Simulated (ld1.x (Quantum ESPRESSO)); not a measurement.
copper (Cu): TM pseudisation with PBEsol, scalar-relativistic reference atom.

| Item | Value |
| --- | --- |
| Element | Cu (Z = 29) |
| Generator | ld1.x (Quantum ESPRESSO) 7.5 |
| Type | norm-conserving Troullier–Martins (Kleinman–Bylander form) |
| Functional | PBEsol |
| Relativity | scalar-relativistic |
| Frozen core | [Ne] |
| Valence charge | 19 |
| Reference configuration | 3s2 3p6 3d10 4s1 4p0 |
| Partial waves | 3s (bound): rc 0.70 bohr; 3d (bound): rc 1.05 bohr; 4f channel at -0.1 Ry: rc 1.10 bohr; 3p (bound): rc 0.65 bohr |
| Local potential | the p channel |
| Core correction | none |

Occupied shells without a wave of their own: 4s. They enter only through the test configuration that unscreens the potential.

All-electron outer shells of the reference configuration (PBEsol, scalar-relativistic, ld1.x):

```tsv
shell	level (eV)	outermost node (bohr)	outermost maximum (bohr)
2s	-1061.45	0.07	0.20
2p	-916.42	–	0.16
3s	-114.40	0.29	0.61
3p	-72.00	0.26	0.62
3d	-5.06	–	0.60
4s	-4.61	0.89	2.27
4p	-0.64	0.98	3.56
```

(1) Estimate the cutoffs (Ry, on a coarse ladder) from which the occupation-weighted sum of valence levels, in a spherical-Bessel basis at the reference potential, stays within 10 and 1 mRy of its value at 400 Ry.

(2) Does the potential have ghost states?

(3) Which valence shell sets the plane-wave cutoff?

(4) Tests: 3s2 3p6 3d10 4s0 4p0; 3s2 3p6 3d9 4s0 4p0; 3s2 3p6 3d8 4s0 4p0; 3s1 3p6 3d10 4s1 4p0; 3s2 3p5 3d10 4s1 4p0; 3s2 3p6 3d9 4s1 4p1; 3s2 3p6 3d7 4s0 4p0. Which has the largest error in its energy relative to the reference configuration, and how large is it?

Results:

(1) 300 Ry and over 300 Ry.

(2) No extra level below or beside the all-electron valence levels (s, d, f, p tested).

(3) 3s: its level needs 300 Ry to come within 1 mRy, against 230 Ry for 4s.

(4) 3s2 3p6 3d7 4s0 4p0, with -221 meV (all-electron minus pseudo) on +128.08 eV.
